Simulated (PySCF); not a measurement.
ammonium (H4N), SMILES [NH4+], charge +1. Atoms are numbered in the order given.

```xyz
5

N      0.0000     0.0000     0.0000
H      0.5912    -0.5912     0.5912
H     -0.5912    -0.5912    -0.5912
H     -0.5912     0.5912     0.5912
H      0.5912     0.5912    -0.5912
```
Charge +1, spin multiplicity 1.

Coordinates come from a r2SCAN-D4/def2-TZVPD optimisation.

Two levels are set side by side: PBE/pcSseg-2 (PySCF) and PBE0/pcSseg-2 (PySCF). GIAO shifts against NH3 (¹⁵N), TMS (¹H) at the same level; non-relativistic, no solvent, atoms listed together averaged. Differences are taken from unrounded values.

```
quantity                       PBE0
-----------------------------  ----
δ(¹⁵N) of N1 (ppm)             27.7
δ(¹H) of H2, H3, H4, H5 (ppm)  5.04
```

Question: What does PBE give, and how far is it from PBE0? (Estimate from the structure and the level; the computed values follow.)

Answer: 
```
quantity                        PBE  PBE minus PBE0
-----------------------------  ----  --------------
δ(¹⁵N) of N1 (ppm)             30.8             3.1
δ(¹H) of H2, H3, H4, H5 (ppm)  4.81           -0.22
```

Rough cost on one machine, each run with all the roots and properties that it gave: PBE0 against PBE within a factor of 2.
